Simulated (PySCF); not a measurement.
CH₆F₂OSi₂, SMILES OC([SiH2]F)[SiH2]F. The structure is a stationary point at PBE-D3(BJ)/def2-SVP. The structure was generated by enumeration, and PubChem lists no compound with its InChIKey, so it may never have been made. The values are those of a single conformer.

Computed equilibrium geometry at PBE-D3(BJ)/def2-SVP (PySCF confirms it by a frequency run) as bond lengths and angles, and its point group (one conformer of several):
point group Cs.
Atoms: O1 C2 Si3 F4 Si5 F6 H7 H8 H9 H10 H11 H12. Bond lengths (Å): O1–C2 1.445, O1–H7 0.977, C2–Si3 1.898, C2–Si5 1.898, C2–H8 1.116, Si3–F4 1.640, Si3–H9 1.502, Si3–H10 1.503, Si5–F6 1.640, Si5–H11 1.502, Si5–H12 1.503. Angles (°): C2–O1–H7 107.1, O1–C2–Si3 111.1, O1–C2–Si5 111.1, O1–C2–H8 106.2, Si3–C2–Si5 116.6, Si3–C2–H8 105.5, Si5–C2–H8 105.5, C2–Si3–F4 109.9, C2–Si3–H9 111.7, C2–Si3–H10 108.1, F4–Si3–H9 108.0, F4–Si3–H10 107.6, H9–Si3–H10 111.4, C2–Si5–F6 109.9, C2–Si5–H11 111.7, C2–Si5–H12 108.1, F6–Si5–H11 108.0, F6–Si5–H12 107.6, H11–Si5–H12 111.4.
